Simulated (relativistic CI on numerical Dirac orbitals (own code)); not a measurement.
# Magnetism of Cr3+, 3d3, in a crystal field

Calculated by Dirac-Coulomb-Breit CI, separate exchange-only KLI orbitals for each configuration, a model potential for QED, valence Slater integrals scaled by 0.75, one configuration in a parametric crystal field (own radial code).

Field parameters in Wybourne normalisation: D3d B²₀ = −7Dσ, B⁴₀ = −14Dq − 21Dτ, B⁴₃ = −14√(10/7) Dq. The field is a parameter set, without covalency.

S is read from ⟨S²⟩ = S(S + 1).

Powder χT (cm³ K mol⁻¹) by Van Vleck's formula, with temperature-independent terms:

```
                                        Field   2 K   5 K  10 K  20 K  50 K  100 K  200 K  300 K
D3d, 10Dq = 22550, Dσ = -1200, Dτ = -330 cm⁻¹  1.79  1.81  1.82  1.82  1.82   1.83   1.84   1.85
 D3d, 10Dq = 22550, Dσ = 1200, Dτ = -330 cm⁻¹  1.69  1.79  1.81  1.82  1.83   1.83   1.84   1.85
  D3d, 10Dq = 22550, Dσ = 980, Dτ = -330 cm⁻¹  1.71   1.8  1.82  1.82  1.83   1.83   1.84   1.85
  D3d, 10Dq = 22550, Dσ = 760, Dτ = -330 cm⁻¹  1.74  1.81  1.82  1.82  1.83   1.83   1.84   1.85
  D3d, 10Dq = 22550, Dσ = 550, Dτ = -330 cm⁻¹  1.76  1.81  1.82  1.82  1.83   1.83   1.84   1.85
  D3d, 10Dq = 22550, Dσ = 330, Dτ = -330 cm⁻¹  1.78  1.81  1.82  1.82  1.83   1.83   1.84   1.85
  D3d, 10Dq = 22550, Dσ = 110, Dτ = -330 cm⁻¹   1.8  1.82  1.82  1.82  1.83   1.83   1.84   1.85
 D3d, 10Dq = 22550, Dσ = -110, Dτ = -330 cm⁻¹  1.81  1.82  1.82  1.82  1.82   1.83   1.84   1.85
```

Question: For D3d, 10Dq = 22550, Dσ = 550, Dτ = -330 cm⁻¹: what effective moment follows at 300 K?

Answer: μ_eff = √(8χT) = 3.85 μB. The ground level has S = 1.50; the spin-only moment for S = 3/2 is 3.88 μB. The difference comes from the orbital moment, spin-orbit mixing of terms and temperature-independent paramagnetism, all larger in this ionic model than in covalent complexes.
